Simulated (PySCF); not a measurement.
## Electronic structure of C (carbon, neutral) at the UHF level

Configuration: [He] 2s1 2p2 3s1, high-spin 5P determinant (an excited configuration). Computed with PySCF 2.14 in aug-cc-pwCVDZ (5s4p2d, 27 functions), with no relativity, point nucleus.

```json
{
 "Total energy": "-37.273925 hartree",
 "One-electron energy": "-48.6685 hartree",
 "Hartree (Coulomb) energy": "16.4244 hartree",
 "Exchange energy": "-5.0299 hartree",
 "Kinetic energy": "37.37616 hartree",
 "⟨S²⟩": "6.0000",
 "⟨L²⟩": "2.011",
 "Sum of ⟨r⟩": "9.567 bohr",
 "Sum of ⟨r²⟩": "31.56 bohr²",
 "Traceless quadrupole moment −½Σ⟨3z² − r²⟩ along its main axis": "0.956 e·bohr²",
 "Density at the nucleus (Gaussians lack the cusp)": "120 bohr⁻³",
 "Spin density at the nucleus": "3.56 bohr⁻³",
 "Langevin diamagnetic susceptibility": "-25.0 ×10⁻⁶ cm³/mol"
}
```

| shell | electrons | mean orbital energy (hartree) | rms radius, mean of both spins (bohr) |
| --- | --- | --- | --- |
| 1s α | 1 | -11.66910 | 0.312 |
| 1s β | 1 | -11.54568 | 0.312 |
| 2s α | 1 | -1.11802 | 1.57 |
| 2p α | 2 | -0.71337 | 1.67 |
| 3s α | 1 | -0.11981 | 4.83 |

The outer electron is Rydberg-like, and this basis confines it to a smaller radius and binds it less than a complete one would.

Spin-orbit constants ζ (cm⁻¹) from the X2C one-electron operator on these orbitals (non-relativistic here): bare nucleus, nucleus screened by l(l+1)(2l+1)/3 electrons, and screened by the Breit-Pauli mean field of the electrons.

| shell | bare | screened nucleus | mean field |
| --- | --- | --- | --- |
| 2p | 71.87 | 47.91 | 37.85 |

To first order the Landé constant is A = 9.463 cm⁻¹, so the lowest level has J = 1 and lies 0.00352 eV below the centre of the term. This holds in LS coupling only.
